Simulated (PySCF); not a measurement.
Gas-phase equilibrium of 1 mol H₂S, 2.2 mol SO₂ at 1000 K and 0.00100 bar, among 21 species (S₂O, SO₂, O₂, O, S₂, S₆, HO₂, H₂S₂, H₂O, H, H₂O₂, H₂S, O₃, SO, SH, H₂, S₈, S, SO₃, H₂SO₄, OH). Only gases are allowed; each row takes one source of thermochemistry for all species, and Cantera finds the minimum.

Computed with PySCF and rigid-rotor harmonic-oscillator thermochemistry at 1 bar. † marks an energy on the PBE0/def2-TZVP geometry and frequencies; other levels use their own. 6-31G* has spherical d functions here. Open shells (unrestricted) among the columns below: O (multiplicity 3, electronic degeneracy 9), S₂ (multiplicity 3), SO (multiplicity 3), S (multiplicity 3, electronic degeneracy 9), OH (multiplicity 2, electronic degeneracy 4); the rest are closed-shell singlets. Spin-orbit splitting is ignored; it lowers the true energy and changes the entropy of O, S, OH. B3LYP is the form with VWN-RPA correlation. The harmonic model lacks anharmonicity and excited electronic states, which grow with temperature; levels with a mode under 35 cm⁻¹ are left out.

Molecules larger than those listed are left out.

Mole fractions:

```tsv
thermochemistry	x SO₂	x O	x S	x H₂O	x S₂	x SO	x H₂S	x H₂	x OH
B3LYP/6-31G*	0.48	1.3e-12	5.1e-7	0.28	0.21	0.020	0.0014	0.0059	9.1e-8
HF/6-31G*	4.5e-5	0.39	0.30	0.14	0.035	0.12	4.0e-5	0.00015	0.012
M06-2X/def2-TZVP†	0.49	<1e-12	6.5e-8	0.29	0.21	0.00072	0.0023	0.0022	3.4e-9
r2SCAN/def2-TZVP†	0.50	<1e-12	1.3e-8	0.27	0.21	0.0013	0.0051	0.014	5.7e-9
ωB97M-V/def2-TZVP†	0.51	<1e-12	5.3e-8	0.26	0.20	0.00037	0.024	0.0073	2.1e-9
ωB97X-V/def2-TZVP†	0.51	<1e-12	5.3e-8	0.26	0.20	0.00088	0.023	0.0069	3.6e-9
```
The most sensitive of these is O: it spans a factor of 10^11.6 over these rows; at this temperature one factor of ten is RT ln 10 = 19 kJ/mol.
